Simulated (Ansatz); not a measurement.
Consider the redistribution: `C[SiH](O)C=O` + `F[CH2][InH2]` → `O=C[SiH](O)CF` + `[CH3][InH2]`.

Computed with Ansatz on PBE0-D4/def2-TZVP structures; ΔE is electronic, products minus reactants. CCSD(T)/CBS adds triple-zeta CCSD(T) − MP2 to the extrapolated MP2 energy (def2 sets, frozen cores). DFT in def2-TZVPP. def2 core potentials past Kr. For In outer-core shells are correlated without core-valence functions, which leaves a few kJ/mol of doubt a bond. Each species was taken in one conformer, which may not be the lowest.

Question: Is it downhill or uphill in electronic energy at CCSD(T)/CBS, and by how much? (Best estimate.)

Answer: Computed: Uphill: ΔE = +4.6 kJ/mol.

Question: What do these levels give: PBE0-D4, r2SCAN, HF/def2-TZVPP, CCSD/def2-TZVPP, CCSD(T)/def2-TZVPP, SCS-MP2/def2-QZVPP? (Best estimate.)

Answer: The calculation gave: PBE0-D4 6.9, r2SCAN 7.9, HF/def2-TZVPP 3.0, CCSD/def2-TZVPP 3.8, CCSD(T)/def2-TZVPP 3.8, SCS-MP2/def2-QZVPP 3.4 kJ/mol.

Largest T1 diagnostic among the species: 0.014.
